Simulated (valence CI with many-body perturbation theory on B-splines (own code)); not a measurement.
Level structure of Sb³⁶⁺

Calculated by relativistic CI+MBPT: five valence electrons over a frozen Dirac-Fock core [Ne], radial functions for each j: 9 s, 9 p, 8 d, 6 f, 3 g, 1 h, with the one-electron correlation potential Σ1, the two-electron term Σ2, the three-electron term Σ3, Breit, model QED; selected CI, second order for the rest (own B-spline code, finite nucleus).

The last digits are not significant, and no measured levels were compared; by estimate large intervals hold to a few tenths of a per cent, small ones and those within an open d or f shell to about a per cent. Among the levels kept, up to 540 cm⁻¹ of a level comes from second order outside the variational space, and about a tenth of that is noise between levels of different J, which matters for small intervals.

Levels 46 to 51 of 51, with energies above the lowest level, (3s^2 3p1/2^2 3p3/2) J=3/2. "Leading %" is the weight of the configuration and term that name the level; weights of strongly mixed levels are sums over their largest components and can fall short. In the jj column 3d3/2^4 stands for four electrons in 3d with j = 3/2. Lifetimes count E1, E2, E3, M1 and M2 decay at the calculated energies, and are blank where another channel may lead or the interval is too uncertain; long ones can be off by a factor of two.

```tsv
No.	Configuration	Term	J	E (cm⁻¹)	Leading %	Second component	Lifetime	g	Leading jj
46	3s2 3p2 3d	2D	5/2	2464100	53	32 % 3s2 3p2 3d 2F	3.21 ps	1.128	3s^2 3p3/2^2 3d5/2 (83 %)
47	3s 3p3 3d	4D°	5/2	2500400	33	21 % 3s 3p3 3d 6D°	21.4 ps	1.396	3s 3p1/2^2 3p3/2 3d5/2 (80 %)
48	3s 3p3 3d	2P°	3/2	2519000	30	28 % 3p5 2P°	21.0 ps	1.267	3s 3p1/2^2 3p3/2 3d5/2 (44 %)
49	3s 3p4	2P	1/2	2531600	28	27 % 3s 3p4 2S	1.92 ps	1.644	3s 3p3/2^4 (66 %)
50	3s 3p3 3d	4G°	5/2	2534800	37	15 % 3s 3p3 3d 2F°	9.06 ps	0.836	3s 3p1/2^2 3p3/2 3d3/2 (79 %)
51	3s 3p3 3d	4D°	1/2	2555300	50	15 % 3s 3p3 3d 2P°	7.97 ps	0.590	3s 3p1/2^2 3p3/2 3d3/2 (79 %)
```
